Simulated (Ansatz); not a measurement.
Ansatz results at the PBE0-D4/def2-TZVP geometry: HOMO–LUMO gap (PBE0/def2-TZVPP) 4.13 eV; LUMO energy (PBE0/def2-TZVPP) -2.61 eV; HOMO energy (ωB97M-V/def2-TZVPP) -8.81 eV.

Each molecule was computed in one conformer, which needn't be the lowest.

Q: Which molecule gave them?
A. `C[SiH2][N](C)[AlH2]`
B. `B/C=C(/B)N`
C. `C=CS[SiH2]N`
D. `C=[CH][GeH2][SiH3]`

A: B. The others give `C=CS[SiH2]N`: 6.35, -0.20, -8.67; `C[SiH2][N](C)[AlH2]`: 6.20, -0.89, -9.37; `C=[CH][GeH2][SiH3]`: 7.14, -0.45, -9.65.
